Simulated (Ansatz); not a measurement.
`Cl[SiH2]O[SiH](Cl)Cl` + `O[SiH](F)S[SiH2]Cl` → `Cl[SiH2]S[SiH](Cl)Cl` + `O[SiH](F)O[SiH2]Cl`  (redistribution)

Isolated molecules relaxed with PBE0-D4/def2-TZVP in Ansatz; ΔE leaves out vibrations. CCSD(T)/CBS is the MP2 limit (def2-TZVPP, def2-QZVPP) plus CCSD(T) − MP2 in def2-TZVPP, frozen cores. DFT in def2-TZVPP. B3LYP here is the variant with VWN-RPA as its local correlation; programs differ in this. Each species was taken in one conformer, which may not be the lowest.

(1) Is it downhill or uphill in electronic energy at CCSD(T)/CBS, and by how much? (Best estimate.)

(2) What do these levels give: r2SCAN-D4, PBE0-D4, B3LYP-D4, r2SCAN, PBE0, B3LYP, HF/def2-TZVPP, SCS-MP2/def2-TZVPP, CCSD/def2-TZVPP, SCS-MP2/def2-QZVPP, MP2/CBS(def2), CCSD/CBS(def2)? (Estimate.)

Largest T1 diagnostic among the species: 0.011.

Answers

(1) Computed: Downhill: ΔE = -0.09 eV.

(2) Computed: r2SCAN-D4 -0.06, PBE0-D4 -0.09, B3LYP-D4 -0.09, r2SCAN -0.05, PBE0 -0.06, B3LYP -0.05, HF/def2-TZVPP -0.02, SCS-MP2/def2-TZVPP -0.07, CCSD/def2-TZVPP -0.06, SCS-MP2/def2-QZVPP -0.08, MP2/CBS(def2) -0.11, CCSD/CBS(def2) -0.08 eV.

In def2-TZVPP, CCSD(T) changes the Hartree–Fock value by −0.05 eV (the triples alone add −0.01 eV) and MP2 by −0.07 eV. The D4 term adds −0.05 eV with B3LYP and −0.03 eV with PBE0; it sums over pairs of atoms, weighted by their polarisabilities, and B3LYP, whose exchange is more repulsive, gets the larger term.
